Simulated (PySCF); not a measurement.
## Adding and removing an electron: KF

PBE0; basis K def2-SVPD, F def2-SVPD; no relativity; PySCF 2.14. Neutral (UKS): singlet (closed shell), Re = 2.218 Å, ωe = 420 cm⁻¹, De = 4.92 eV, HOMO -6.35 eV, LUMO -1.09 eV.

KF⁻ (UKS): doublet (σ ↑), Re = 2.304 Å, ωe = 347 cm⁻¹, De = 2.02 eV to K + F⁻. The energies at the minima are -699.40226 hartree for KF and -699.41920 for KF⁻.

**Question.** Work out the adiabatic electron affinity, without and with harmonic zero-point energies (1 hartree = 27.2114 eV, 1 eV = 8065.5 cm⁻¹), and the change of the bond length.

**Answer.** At PBE0: 0.01694 hartree = 0.461 eV between the minima; the zero-point term (420.0 − 347.0)/2 cm⁻¹ = +0.005 eV makes it 0.465 eV. Re changes by +8.6 pm against the neutral. The electron enters a σ orbital; in so polar a molecule the change of length follows mostly from the change of the ionic charges.

For an ion De counts to the pair picked by the measured ionisation energies or electron affinities, which need not be the lowest pair at this level. The highest Kohn–Sham level is positive in this anion. Much of that is self-interaction error, but it also means that the finite basis helps to hold the extra electron. States were picked by a PBE0 search and need not be the measured ground states.
